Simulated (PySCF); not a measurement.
**Simulated absorption spectrum**

Compound: C5H12ClNSi.
SMILES with atom numbers: `[CH3:1][N:2]([SiH2:3][Cl:4])[CH:5]1[CH2:6][CH2:7][CH2:8]1` (hydrogens: H9, H10, H11 on C1; H12, H13 on Si3; H14 on C5; H15, H16 on C6; H17, H18 on C7; H19, H20 on C8)

Computed with PySCF, TDDFT CAM-B3LYP/def2-SVPD, vertical, gas phase, core orbitals frozen in the response. The structure is a single PBE0-D3(BJ)/def2-SVP conformer in the gas phase; no vibrational or solvent corrections. Torsions of this conformer, `[CH3:1][N:2]([SiH2:3][Cl:4])[CH:5]1[CH2:6][CH2:7][CH2:8]1`: C1–N2–Si3–Cl4 92°, C1–N2–C5–C6 -66°.

Broadening: Gaussians 0.4 eV wide at half height, area fixed by f = 4.319×10⁻⁹ ∫ε dν̃. The cross-section is σ = 3.8235×10⁻²¹ ε cm², given in Mb (10⁻¹⁸ cm²). The width is an assumption, not a result. The curve ends short of the highest state used, and states not computed would add to its high-energy end.

```json
{"E (eV)": "5.71", "σ (Mb)": "0.02"}
{"E (eV)": "5.76", "σ (Mb)": "0.05"}
{"E (eV)": "5.80", "σ (Mb)": "0.11"}
{"E (eV)": "5.85", "σ (Mb)": "0.25"}
{"E (eV)": "5.90", "σ (Mb)": "0.53"}
{"E (eV)": "5.95", "σ (Mb)": "1.03"}
{"E (eV)": "5.99", "σ (Mb)": "1.65"}
{"E (eV)": "6.04", "σ (Mb)": "2.76"}
{"E (eV)": "6.09", "σ (Mb)": "4.24"}
{"E (eV)": "6.14", "σ (Mb)": "6.01"}
{"E (eV)": "6.18", "σ (Mb)": "7.52"}
{"E (eV)": "6.23", "σ (Mb)": "9.35"}
{"E (eV)": "6.28", "σ (Mb)": "10.96"}
{"E (eV)": "6.33", "σ (Mb)": "12.31"}
{"E (eV)": "6.37", "σ (Mb)": "13.25"}
{"E (eV)": "6.42", "σ (Mb)": "14.43"}
{"E (eV)": "6.47", "σ (Mb)": "15.72"}
{"E (eV)": "6.52", "σ (Mb)": "17.07"}
{"E (eV)": "6.56", "σ (Mb)": "18.04"}
{"E (eV)": "6.61", "σ (Mb)": "18.78"}
{"E (eV)": "6.66", "σ (Mb)": "18.66"}
{"E (eV)": "6.71", "σ (Mb)": "17.54"}
{"E (eV)": "6.75", "σ (Mb)": "16.03"}
{"E (eV)": "6.80", "σ (Mb)": "13.66"}
```

(1) Where are the band maxima, and which computed states make them?

(2) On this curve, what absorbance would a 10⁻⁵ mol/L sample give at 193 nm over a 1 cm path?

(3) Does any computed singlet lie in the visible range?

(4) Coming from long wavelengths, where does ε first pass 100 L mol⁻¹ cm⁻¹?

Answers

(1) 187 nm (6.63 eV), ε about 4900, made up of S2 (88%) (ε in L mol⁻¹ cm⁻¹; maxima over ε = 5, shares over 10%). The states used: S1 6.31 eV (f 0.037); S2 6.65 eV (f 0.065); S3 6.91 eV (f 0.0081); S4 7.15 eV (f 0.0098); S5 7.17 eV (f 0.0055); S6 7.40 eV (f 0.012).

(2) 193 nm is 6.424 eV, where ε is about 3800 L mol⁻¹ cm⁻¹, so A = ε c l ≈ 0.038 (Beer–Lambert, with the gas-phase spectrum and the assumed width).

(3) No computed singlet lies in the visible range (380 to 750 nm); the lowest, at 197 nm, stands 3.05 eV above its violet end (3.26 eV).

(4) At about 211 nm (5.88 eV), 0.43 eV below S1.

Rough CPU time on one thread of a shared machine: about 1.7 min.
